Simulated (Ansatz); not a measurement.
`C=C[Si](F)(Cl)Cl` → 2 C• + 2 Cl• + F• + 3 H• + Si•  (atomization)

Calculated with Ansatz (gas phase, PBE0-D4/def2-TZVP geometries, no zero-point term in ΔE). CBS: MP2 limit from def2 TZ/QZ plus the TZ coupled-cluster correction, frozen cores. This one scheme is used for every species, atoms too. Functionals use def2-TZVPP. No spin–orbit coupling; open shells (•) take unrestricted orbitals. Spin–orbit coupling would lower the free atoms: a little for C, Cl, F, Si. One conformer a species, not always the lowest.

(1) What is ΔE at CCSD(T)/CBS? (Best estimate.)

(2) What do these levels give: PBE-D4, revPBE-D4, BLYP-D4, r2SCANh-D4, r2SCAN0-D4, ωB97M-V, r2SCAN, CAM-B3LYP, HF/def2-SVP, CCSD(T)/def2-TZVPP, HF/def2-QZVPP, HF/CBS(def2)? (An estimate is asked.)

(3) What do rigid-rotor, harmonic-oscillator terms from PBE0-D4/def2-TZVP frequencies (298.15 K, 1 bar) make of the CCSD(T)/CBS value? (An estimate is asked.)

Largest T1 diagnostic among the species: 0.012.

Answers

(1) The calculation gave: +37.73 eV.

(2) Ansatz gave: PBE-D4 38.45, revPBE-D4 37.48, BLYP-D4 37.36, r2SCANh-D4 37.64, r2SCAN0-D4 37.26, ωB97M-V 37.85, r2SCAN 37.83, CAM-B3LYP 37.33, HF/def2-SVP 28.00, CCSD(T)/def2-TZVPP 36.62, HF/def2-QZVPP 28.30, HF/CBS(def2) 28.31 eV.

(3) The calculation gave: ΔZPE = -1.35 eV, ΔH = +36.72 eV, ΔS = 958 J/(mol·K), ΔG = +33.76 eV. Open shells count their whole term as degenerate.

Leaving LDA and LC-ωPBE aside and taking each functional with its dispersion term where it has one, the values, not all of them listed here, spread over 2.04 eV, from BHLYP-D4 to PBE-D4. LDA lies +4.84 eV from PBE without D4, its usual overbinding. The D4 term adds +0.47 eV with B3LYP and +0.25 eV with PBE0; it sums over pairs of atoms, weighted by their polarisabilities, and B3LYP, whose exchange is more repulsive, gets the larger term. From PBE to PBE0 (25 % exact exchange), in def2-TZVPP and without D4, ΔE moves by −0.61 eV: exact exchange takes away binding that semilocal exchange gives to molecules.

B3LYP here is the variant with VWN-RPA as its local correlation; programs differ in this.

For atomizations the MP2-based limit and the directly extrapolated one differ by several kJ/mol either way, and by 10 to 25 for some Ge, Se and Sn compounds, so smaller differences from it don't rank the levels.
